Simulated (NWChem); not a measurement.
System: C$_{2}$H$_{5}$ClOSi; SMILES C[Si@H](Cl)C=O

The following NWChem deck was run.

```
start job
memory heap 200 mb stack 900 mb global 1100 mb
geometry units angstroms noautoz
  C      2.020438    -0.008250    -0.262056
  Si     0.262124    -0.085853     0.343239
  Cl    -0.688669    -1.827576    -0.271799
  C     -0.709252     1.416282    -0.380085
  O     -0.185039     2.503493    -0.367568
  H      2.070175    -0.206299    -1.343127
  H      2.406371     1.006771    -0.076391
  H      2.660743    -0.734790     0.259083
  H      0.170891    -0.012875     1.830090
  H     -1.747072     1.285415    -0.796142
end
basis spherical
  * library def2-svp
end
dft
  xc m06-l
  grid coarse
  iterations 150
  mulliken
end
task dft gradient
```

Output (shortened):

```
             Northwest Computational Chemistry Package (NWChem) 7.3.0
             --------------------------------------------------------

 C1  symmetry detected

                             Geometry "geometry" -> ""
                             -------------------------

 Output coordinates in angstroms (scale by  1.889725989 to convert to a.u.)

  No.       Tag          Charge          X              Y              Z
 ---- ---------------- ---------- -------------- -------------- --------------
    1 C                    6.0000     1.90469626     0.30989603    -0.31992828
    2 Si                  14.0000     0.24011684    -0.02614370     0.44186240
    3 Cl                  17.0000    -0.51978046    -1.86760578    -0.14758783
    4 C                    6.0000    -0.99195450     1.34355708    -0.13180865
    5 O                    8.0000    -0.62182934     2.49245572    -0.12701350
    6 H                    1.0000     1.87618828     0.14712031    -1.40763368
    7 H                    1.0000     2.16504124     1.36387886    -0.13278103
    8 H                    1.0000     2.68525743    -0.33306805     0.11222698
    9 H                    1.0000     0.28395313    -0.00285595     1.93247006
   10 H                    1.0000    -2.03762392     1.07987059    -0.45483317

 Effective nuclear repulsion energy (a.u.)     269.7222659857

                                 NWChem DFT Module
                                 -----------------

 Summary of "ao basis" -> "ao basis" (spherical)
 ------------------------------------------------------------------------------
       Tag                 Description            Shells   Functions and Types
 ---------------- ------------------------------  ------  ---------------------
 C                          def2-svp                 6       14   3s2p1d
 Si                         def2-svp                 8       18   4s3p1d
 Cl                         def2-svp                 8       18   4s3p1d
 O                          def2-svp                 6       14   3s2p1d
 H                          def2-svp                 3        5   2s1p

            General Information
            -------------------
          SCF calculation type: DFT
          Wavefunction type:  closed shell.
          No. of atoms     :    10
          No. of electrons :    56
           Alpha electrons :    28
            Beta electrons :    28
          Charge           :     0
          Spin multiplicity:     1
          Use of symmetry is: off; symmetry adaption is: off
          Maximum number of iterations: 150
          AO basis - number of functions:   103
                     number of shells:    49
          Convergence on energy requested:  1.00D-06
          Convergence on density requested:  1.00D-05
          Convergence on gradient requested:  5.00D-04

              XC Information
              --------------
                        M06-L Method XC Functional
                         M06-L Exchange Functional  1.000
                       M06-L Correlation Potential  1.000

             Grid Information
             ----------------
          Grid used for XC integration:  coarse
          Radial quadrature: Mura-Knowles
          Angular quadrature: Lebedev.
          Tag              B.-S. Rad. Rad. Pts. Rad. Cut. Ang. Pts.
          ---              ---------- --------- --------- ---------
          C                   0.70       35          10.0       302
          Si                  1.10       70           8.0       302
          Cl                  1.00       70          11.0       302
          O                   0.60       35          11.0       302
          H                   0.35       35          12.0       302
          Grid pruning is: on
          Number of quadrature shells:   420
          Spatial weights used:  Erf1

      Superposition of Atomic Density Guess
      -------------------------------------

 Sum of atomic energies:        -900.49923350

      Non-variational initial energy
      ------------------------------

 Total energy =    -902.499789
 1-e energy   =   -1778.626833
 2-e energy   =     606.404778
 HOMO         =      -0.268202
 LUMO         =      -0.059478

     ---------------------------------------------
      Total Density - Mulliken Population Analysis
     ---------------------------------------------

    Atom       Charge   Shell Charges
 -----------   ------   -------------------------------------------------------
    1 C    6     6.58   1.99  0.96  0.28  2.12  1.22  0.01
    2 Si  14    13.12   2.00  1.99  1.00  0.16  5.93  1.02  0.82  0.20
    3 Cl  17    17.43   2.00  1.99  1.22  0.72  5.94  2.16  3.37  0.01
    4 C    6     5.59   1.99  0.97  0.35  1.55  0.67  0.07
    5 O    8     8.67   1.99  1.13  0.69  3.03  1.82  0.01
    6 H    1     0.86   0.65  0.19  0.03
    7 H    1     0.86   0.65  0.19  0.03
    8 H    1     0.86   0.65  0.18  0.03
    9 H    1     1.07   0.70  0.36  0.01
   10 H    1     0.96   0.69  0.25  0.02

   convergence    iter        energy       DeltaE   RMS-Dens  Diis-err
 ---------------- ----- ----------------- --------- --------- ---------
 d= 0,ls=0.0,diis     1   -903.6967237044 -1.17D+03  2.01D-02  8.69D-01
 d= 0,ls=0.0,diis     2   -903.1224834529  5.74D-01  1.49D-02  6.18D+00
 d= 0,ls=0.0,diis     3   -903.8072218299 -6.85D-01  2.98D-03  4.76D-02
 d= 0,ls=0.0,diis     4   -903.8100926957 -2.87D-03  1.50D-03  2.00D-02
 d= 0,ls=0.0,diis     5   -903.8095904112  5.02D-04  6.80D-04  8.18D-04
  Resetting Diis
 d= 0,ls=0.0,diis     6   -903.8097894452 -1.99D-04  5.52D-04  1.89D-04
 d= 0,ls=0.0,diis     7   -903.8098391555 -4.97D-05  1.24D-04  4.81D-05
 d= 0,ls=0.0,diis     8   -903.8098323767  6.78D-06  6.72D-05  1.07D-04
 d= 0,ls=0.0,diis     9   -903.8098447298 -1.24D-05  1.96D-05  1.17D-05
 d= 0,ls=0.0,diis    10   -903.8098459038 -1.17D-06  4.85D-06  2.36D-07
 d= 0,ls=0.0,diis    11   -903.8098459293 -2.55D-08  2.00D-06  3.62D-08

         Total DFT energy =     -903.809845929319
      One electron energy =    -1782.048061583975
           Coulomb energy =      679.001719026279
    Exchange-Corr. energy =      -70.485769357351
 Nuclear repulsion energy =      269.722265985727

 Numeric. integr. density =       56.000002795938

                       DFT Final Molecular Orbital Analysis
                       ------------------------------------

 Vector   26  Occ=2.000000D+00  E=-3.045549D-01
              MO Center= -4.6D-01, -1.5D+00, -9.6D-02, r^2= 2.4D+00
   Bfn.  Coefficient  Atom+Function         Bfn.  Coefficient  Atom+Function
  ----- ------------  ---------------      ----- ------------  ---------------
    43      0.478196   3 Cl px               40      0.350706   3 Cl px
    45      0.298152   3 Cl pz               44     -0.223331   3 Cl py
    42      0.220831   3 Cl pz               37      0.204574   3 Cl px
    41     -0.161890   3 Cl py               68      0.140693   5 O  px
    53      0.129994   4 C  s                39      0.128576   3 Cl pz

 Vector   27  Occ=2.000000D+00  E=-2.887948D-01
              MO Center=  2.5D-02, -1.1D+00,  9.3D-02, r^2= 3.3D+00
   Bfn.  Coefficient  Atom+Function         Bfn.  Coefficient  Atom+Function
  ----- ------------  ---------------      ----- ------------  ---------------
    45      0.454899   3 Cl pz               42      0.328381   3 Cl pz
    43     -0.298082   3 Cl px               40     -0.213525   3 Cl px
     4     -0.200224   1 C  px               94     -0.197892   9 H  s
    39      0.191259   3 Cl pz                7     -0.142289   1 C  px
    95     -0.142801   9 H  s                 3      0.133073   1 C  s

 Vector   28  Occ=2.000000D+00  E=-2.190349D-01
              MO Center= -7.2D-01,  1.6D+00, -8.3D-02, r^2= 2.7D+00
   Bfn.  Coefficient  Atom+Function         Bfn.  Coefficient  Atom+Function
  ----- ------------  ---------------      ----- ------------  ---------------
    68      0.448794   5 O  px               71      0.349248   5 O  px
    99      0.274934  10 H  s               100      0.209901  10 H  s
    17     -0.206783   2 Si s                69     -0.176304   5 O  py
    53     -0.169007   4 C  s                54     -0.167684   4 C  px
    70      0.168488   5 O  pz               22      0.156711   2 Si px

 Vector   29  Occ=0.000000D+00  E=-9.213291D-02
              MO Center= -7.3D-01,  1.5D+00, -5.7D-02, r^2= 2.1D+00
   Bfn.  Coefficient  Atom+Function         Bfn.  Coefficient  Atom+Function
  ----- ------------  ---------------      ----- ------------  ---------------
    56      0.453751   4 C  pz               59      0.422361   4 C  pz
    70     -0.396306   5 O  pz               73     -0.395914   5 O  pz
     3      0.249401   1 C  s                27      0.246677   2 Si pz
    95     -0.225815   9 H  s                25     -0.158349   2 Si px
    54     -0.152750   4 C  px               57     -0.136389   4 C  px

[...]

                         DFT ENERGY GRADIENTS

    atom               coordinates                        gradient
                 x          y          z           x          y          z
   1 C       3.599354   0.585619  -0.604577    0.003174   0.000572  -0.001498
   2 Si      0.453755  -0.049404   0.834999   -0.001894  -0.000031   0.000631
   3 Cl     -0.982243  -3.529263  -0.278901   -0.000468  -0.000157   0.000027
   4 C      -1.874522   2.538955  -0.249082   -0.001167   0.003288  -0.000874
   5 O      -1.175087   4.710058  -0.240021   -0.001067  -0.004143   0.000190
   6 H       3.545482   0.278017  -2.660042   -0.000712  -0.000454  -0.001681
   7 H       4.091335   2.577357  -0.250920   -0.000176   0.001638   0.000555
   8 H       5.074401  -0.629407   0.212078    0.000579  -0.001258   0.001219
   9 H       0.536594  -0.005397   3.651839   -0.000112   0.000068   0.000835
  10 H      -3.850551   2.040660  -0.859510    0.001843   0.000478   0.000596
```

Level: M06-L/def2-SVP. The geometry was optimised at PBE0/def2-SVP.
